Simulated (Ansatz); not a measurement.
Reactions of C2H8Si2, SMILES `[SiH3]C=C[SiH3]`.

Isolated molecules relaxed with PBE0-D4/def2-TZVP in Ansatz; ΔE leaves out vibrations. CCSD(T)/CBS adds triple-zeta CCSD(T) − MP2 to the extrapolated MP2 energy (def2 sets, frozen cores). This one scheme is used for every species. Double bonds are as drawn, so ΔE can hold a change between cis and trans. Functionals use def2-TZVPP. B3LYP here is the variant with VWN-RPA as its local correlation; programs differ in this. def2 core potentials past Kr. For Ga, Ge, In outer-core shells are correlated without core-valence functions, which leaves a few kJ/mol of doubt a bond. Scalar relativity is left out up to krypton. Each species was taken in one conformer, which may not be the lowest.

```json
{"reaction": "`[SiH3]/C=C/[SiH3]` + `COCS` → `COCS[SiH3]` + `C=C[SiH3]`", "CCSD/CBS(def2) (eV)": "-0.60", "PBE-D4 (eV)": "-0.59", "B3LYP-D4 (eV)": "-0.59", "HF/CBS(def2) (eV)": "-0.57"}
{"reaction": "`[SiH3]/C=C/[SiH3]` + `OC[SiH2]O` → `OC[SiH2]O[SiH3]` + `C=C[SiH3]`", "CCSD/CBS(def2) (eV)": "-1.19", "PBE-D4 (eV)": "-0.95", "B3LYP-D4 (eV)": "-1.16", "HF/CBS(def2) (eV)": "-1.41"}
{"reaction": "`[SiH3]/C=C/[SiH3]` + `[OH][In]([Cl])[O][SiH3]` → `[SiH3][O][In]([Cl])[O][SiH3]` + `C=C[SiH3]`", "CCSD/CBS(def2) (eV)": "-1.10", "PBE-D4 (eV)": "-0.85", "B3LYP-D4 (eV)": "-1.04", "HF/CBS(def2) (eV)": "-1.34"}
{"reaction": "`[SiH3]/C=C/[SiH3]` + `N=[C](O)[GaH2]` → `O/[C]([GaH2])=N/[SiH3]` + `C=C[SiH3]`", "CCSD/CBS(def2) (eV)": "-0.65", "PBE-D4 (eV)": "-0.63", "B3LYP-D4 (eV)": "-0.64", "HF/CBS(def2) (eV)": "-0.61"}
{"reaction": "`[SiH3]/C=C/[SiH3]` + `O[Si@@H](Cl)[Si@@H](O)Cl` → `[SiH3]/C=C\\[SiH2]Cl` + `O[SiH2][SiH](O)Cl`", "CCSD/CBS(def2) (eV)": "0.23", "PBE-D4 (eV)": "0.24", "B3LYP-D4 (eV)": "0.23", "HF/CBS(def2) (eV)": "0.27"}
{"reaction": "`[SiH3]/C=C/[SiH3]` + `C=C(O)F` → `C=C(F)O[SiH3]` + `C=C[SiH3]`", "CCSD/CBS(def2) (eV)": "-0.92", "PBE-D4 (eV)": "-0.74", "B3LYP-D4 (eV)": "-0.90", "HF/CBS(def2) (eV)": "-1.07"}
{"reaction": "`[SiH3]/C=C/[SiH3]` + `C[O][GeH]([OH])[Cl]` → `C[O][GeH]([Cl])[O][SiH3]` + `C=C[SiH3]`", "CCSD/CBS(def2) (eV)": "-1.10", "PBE-D4 (eV)": "-0.89", "B3LYP-D4 (eV)": "-1.07", "HF/CBS(def2) (eV)": "-1.26"}
{"reaction": "`[SiH3]/C=C/[SiH3]` + H₂ → `C=C[SiH3]` + SiH₄", "CCSD/CBS(def2) (eV)": "-0.27", "PBE-D4 (eV)": "-0.18", "B3LYP-D4 (eV)": "-0.24", "HF/CBS(def2) (eV)": "-0.48"}
{"reaction": "`[SiH3]/C=C/[SiH3]` → `C1[SiH2]C[SiH2]1`", "CCSD/CBS(def2) (eV)": "-1.10", "PBE-D4 (eV)": "-1.20", "B3LYP-D4 (eV)": "-0.97", "HF/CBS(def2) (eV)": "-0.75"}
{"reaction": "`[SiH3]/C=C/[SiH3]` + H–F → `F/C=C/[SiH3]` + SiH₄", "CCSD/CBS(def2) (eV)": "0.68", "PBE-D4 (eV)": "0.51", "B3LYP-D4 (eV)": "0.52", "HF/CBS(def2) (eV)": "0.42"}
```

Q: Give the CCSD(T)/CBS values in the same order. (Best estimate.)

A: Ansatz gave: -0.60, -1.15, -1.06, -0.66, 0.23, -0.89, -1.07, -0.22, -1.11, 0.69 eV.

Largest T1 diagnostic: 0.015, for `[OH][In]([Cl])[O][SiH3]`.
